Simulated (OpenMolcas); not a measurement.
A calculation on neutral lutetium.

```
Program             : OpenMolcas
Method              : SS-CASPT2, IPEA 0.25 Eh, imaginary shift 0.1 Eh (closed shells correlated: 5s 5p)
Basis               : ANO-RCC-VTZP [8s7p5d3f2g1h]
Scalar Hamiltonian  : DKH2, point nucleus
Active space        : 3 electrons in 6 orbitals (5d 6s)
State averaging     : 2S+1 = 2 even, 29 roots; 2S+1 = 4 even, 10 roots kept (CI in the orbitals of an earlier block)
Spin-orbit coupling : state interaction with AMFI integrals over the reference wave functions, term energies averaged over their components
```

Problem. Which level of the active space comes out lowest?

Solution. 5d 6s2 2D 3/2, with 100 % of that term; it is also the measured ground level.

Problem. How high does 5d2 6s 2P 1/2 lie?

Solution. 28540 cm-1 above the lowest level; measured 28793 cm-1 above the ground level, so the calculation is off by -1 %.

Problem. How high does 5d2 6s 2D 3/2 lie?

Solution. 25320 cm-1 above the lowest level; measured 24518 cm-1 above the ground level, so the calculation is off by +3 %.

Problem. How high does 5d 6s2 2D 5/2 lie?

Solution. 1899 cm-1 above the lowest level; measured 1994 cm-1 above the ground level, so the calculation is off by -5 %.

Problem. The level at 26850 cm-1 has J = 5/2. What is it made of, and what is its g factor?

Solution. 46 % 5d2 6s 2D 5/2, 42 % 5d2 6s 2F, 11 % 5d2 6s 4P; g = 1.100, against 1.200 from Landé's formula for the pure leading term.

Measured values: NIST Handbook of Basic Atomic Spectroscopic Data.

Term energies are means over components that CASPT2 splits; among the terms shown or strongly mixed into the levels shown the widest spread is 310 cm-1 (5d2 6s 2F). A single d shell beside an s shell can misplace configurations of different d count against each other. Computed and measured levels are paired by configuration, term and J; levels that our copy of the source lacks, or whose pairing is in doubt (as where it misses far off the trend of its configuration), stay unpaired and out of the deviations. Levels of configurations outside the active space are missing.
